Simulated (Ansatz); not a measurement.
CH5ClO2Sn, SMILES `C[O][SnH]([OH])[Cl]`. The species carries charge 0 and has multiplicity 1. Sn takes the def2 core potential. Geometry: relaxed with PBE0-D4/def2-TZVP. It is one conformer, not always the lowest.

```xyz
10

C    -1.597   -0.577   -0.413
O    -0.256   -0.350   -0.791
Sn    1.135    0.051    0.508
O     2.503    0.968   -0.514
Cl    0.162    1.508    2.036
H    -1.721   -1.535    0.108
H    -1.990    0.219    0.230
H    -2.197   -0.607   -1.325
H     1.825   -1.272    1.305
H     2.137    1.594   -1.144
```

Q: What is the dipole moment at ωB97M-V/def2-TZVPP? (Best estimate.)

A: The calculation gave: 1.46 D, with components (-0.78, -1.22, -0.15) D in this frame, pointing from negative to positive charge.

Q: And with PBE, r2SCAN, B3LYP? (Estimate.)

A: The calculation gave: PBE 1.40 D, r2SCAN 1.46 D, B3LYP 1.47 D.

Q: Give the Mulliken charges with ωB97M-V, r2SCAN, PBE in def2-TZVPP. (Best estimate.)

A: Computed: 
```
atom  ωB97M-V  r2SCAN    PBE
  C1    -0.17    0.01  -0.13
  O2    -0.52   -0.53  -0.46
 Sn3     1.08    1.15   1.05
  O4    -0.52   -0.55  -0.49
 Cl5    -0.34   -0.38  -0.35
  H6     0.11    0.05   0.09
  H7     0.12    0.07   0.10
  H8     0.12    0.06   0.10
  H9    -0.06   -0.09  -0.09
 H10     0.18    0.21   0.19
```

B3LYP here is the variant with VWN-RPA as its local correlation; programs differ in this.
